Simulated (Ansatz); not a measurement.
Basis-set extrapolation for `O/C(Cl)=N/[SiH3]` (PBE0-D4/def2-TZVP geometry, frozen core, Ansatz 0.2.0). Multiplicity 1, RHF reference.

```csv
,def2-TZVPP,def2-QZVPP
HF,-918.049054,-918.078561
MP2 correlation,-0.907437,-0.979951
CCSD(T) correlation,-0.985238,not run
```

Energies in hartree. Use E(X) = E(∞) + A·exp(−7.88·√X) for Hartree–Fock and E(X) = E(∞) + B·X^(−2.97) for correlation, with X = 3 and 4, and add CCSD(T) minus MP2 of the smaller set to the MP2 limit.

Question: What is the CCSD(T) energy at the basis-set limit?

Answer: HF limit: -918.078561 + (-0.029507) × 0.13774 = -918.08263. MP2 limit: -0.979951 + (-0.072514) × 0.74074 = -1.03367. Higher-order term: -0.985238 − (-0.907437) = -0.07780. Total: -919.19410 hartree, 419.6 kJ/mol below CCSD(T)/def2-TZVPP.
